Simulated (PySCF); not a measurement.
# Electron correlation in Sr⁺ (strontium, charge +1)

[Kr] 5p1, 2P determinant (an excited configuration). All numbers are calculated (PySCF 2.14, scalar relativity through the core potential, in def2-QZVPPD with the def2 core potential (28 electrons) (7s5p4d3f, 63 functions)). Frozen: nothing; 9 electrons correlated.

```
  level  correlation energy (mhartree)
   CCSD                        -214.19
    (T)                          -5.79
CCSD(T)                        -219.98
```

Diagnostics: T1 = 0.011, D1 = 0.0445, largest double amplitude 0.021.

Cost of the coupled-cluster step: of the order of 5 core-seconds, for 9 correlated electrons.

The basis has no tight functions for the innermost shells, so their pair energies are far from complete.

This basis was not built for core-valence correlation, so the inner-shell part is incomplete.
